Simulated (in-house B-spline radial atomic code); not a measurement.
A fraction x of an electron is removed from 3d in Ga III (Ga2+), starting from [Ar] 3d10 4s1 and keeping the highest spin. Level of theory: scalar-relativistic (X2C) LDA exchange-only, spin-polarised, spherical fractional occupations, Fermi nucleus of rms radius 3.9973 fm; calculated with an all-electron radial atomic-structure program (B-spline basis).

| x | E(x) - E(0) (eV) | 3d down level (eV) |
| --- | --- | --- |
| 0 | 0.0000 | -37.774 |
| 0.08 | 3.0847 | -39.345 |
| 0.18 | 7.1184 | -41.334 |
| 0.3 | ? | ? |
| 0.49 | 20.9085 | -47.678 |
| 0.5 | 21.3863 | -47.887 |
| 0.58 | 25.2844 | -49.568 |
| 0.73 | ? | ? |
| 0.82 | 37.7949 | -54.711 |
| 0.9 | 42.2415 | -56.458 |
| 1 | 47.9974 | -58.664 |

What belongs in the row x = 0.3?

An energy change of 12.2236 eV; 3d down at -43.759 eV.

What belongs in the row x = 0.73?

An energy change of 32.9586 eV; 3d down at -52.765 eV.

Check Janak's theorem between x = 0.08 and 0.18.

The slope of the energy is 40.34 eV; the orbital levels give 40.34 eV (-ε of the emptying orbital, averaged over the two points).
